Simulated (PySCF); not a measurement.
Excitation energy of As⁺ by level of theory

As⁺ [Ar] 3d10 4s2 4p2 (3P) → As⁺ [Ar] 3d10 4s1 4p2 5s1 (5P), as a difference of total energies. Computed with PySCF 2.14 in aug-cc-pwCVTZ-PP with ECP10MDF (8s7p6d4f1g, 96 functions), with scalar relativity through the core potential. Correlated levels: valence: 3s2 3p6 3d10 frozen; valence and next inner shell: nothing frozen outside the core potential. The calculations carry no spin-orbit coupling.

```csv
method,excitation energy (eV)
UHF,15.790
LDA,18.152
PBE,17.811
r2SCAN,17.628
B2PLYP,17.756
wB97X-V,17.907
MP2 (valence),16.866
SCS-MP2 (valence),17.253
MP2 (valence and next inner shell),17.532
SCS-MP2 (valence and next inner shell),17.780
```

Q: Estimate what PBEsol gives.

A: 17.772 eV, closest to SCS-MP2 (valence and next inner shell) among the rows shown.

Q: Estimate what PBE0 gives.

A: 17.582 eV, closest to r2SCAN among the rows shown.

The promoted electron is Rydberg-like, and one or two diffuse shells describe it only roughly, which tends to raise the upper state.
